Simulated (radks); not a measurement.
Question: The mean radii <r> (bohr) of the occupied orbitals of an atom or ion are listed with their occupations. All-electron calculation, Dirac Kohn-Sham, BLYP, spin-unpolarised, spherical densities, finite nucleus; Fermi nuclear charge, rms radius of each element as measured or else 0.836 A^(1/3) + 0.57 fm. Program: a radial shooting solver on a logarithmic mesh with Libxc functionals.

orbital  occ.      <r>
1s1/2       2  0.01932
2s1/2       2  0.08125
2p1/2       2  0.06740
2p3/2       4  0.07501
3s1/2       2   0.2121
3p1/2       2   0.2019
3p3/2       4   0.2161
3d3/2       4   0.1898
3d5/2       6   0.1942
4s1/2       2   0.4725
4p1/2       2   0.4779
4p3/2       4   0.5080
4d3/2       4   0.5224
4d5/2       6   0.5321
5s1/2       2   0.9895
4f5/2       5   0.5670
4f7/2       4   0.5720

Name the element and its charge.

Answer: Z = 71, lutetium, charge +14: Lu14+ in [Kr] 4d10 4f(5/2: 5, 7/2: 4) 5s2. The 1s radius gives Z: for a bare nucleus <r> = (2 gamma + 1)/(2Z) with gamma = sqrt(1 - (Z/c)^2), 0.01909 bohr for Z = 71, and screening makes it slightly larger (0.01932 here). The occupations add up to 57, and the charge is Z minus that.
